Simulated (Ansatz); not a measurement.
Reaction (SMILES): F[BH] (BH-F) → B atom + F atom + H atom
B3LYP-D3(BJ)/def2-TZVP geometries, fixed; electronic energies without zero-point terms.

Effect of a fitting basis named in the input at r2SCAN/cc-pVTZ with Ansatz (an electronic-structure program), against the last row, where the atomisation energy is 241.02 kcal/mol. Open shells are unrestricted. The default fits or decomposes integrals by the program's own choice; accuracy: high also tightens integrals, grids and stops.

| setting | largest shift of a total energy (mEh) | shift of the atomisation energy (kcal/mol) |
|---|---|---|
| fitting: def2-SV(P)-JKFIT | -0.037 | -0.018 |
| fitting: def2-universal-JKFIT | -0.037 | -0.018 |
| fitting: cc-pVTZ-JKFIT | -0.025 | 0.007 |
| fitting: cc-pVQZ-JKFIT | -0.012 | -0.001 |
| fitting: cc-pV5Z-JKFIT | -0.010 | -0.002 |
| fitting: def2-universal-JFIT | -0.037 | -0.006 |
| accuracy: high | 0.001 | 0.000 |
| accuracy: medium (default) | 0.000 | 0.000 |

Within 0.02 kcal/mol in the atomisation energy: fitting: def2-SV(P)-JKFIT; fitting: def2-universal-JKFIT; fitting: cc-pVTZ-JKFIT; fitting: cc-pVQZ-JKFIT; fitting: cc-pV5Z-JKFIT; fitting: def2-universal-JFIT; accuracy: high. The largest shift is 0.037 mEh in a total energy and 0.018 kcal/mol in the difference.
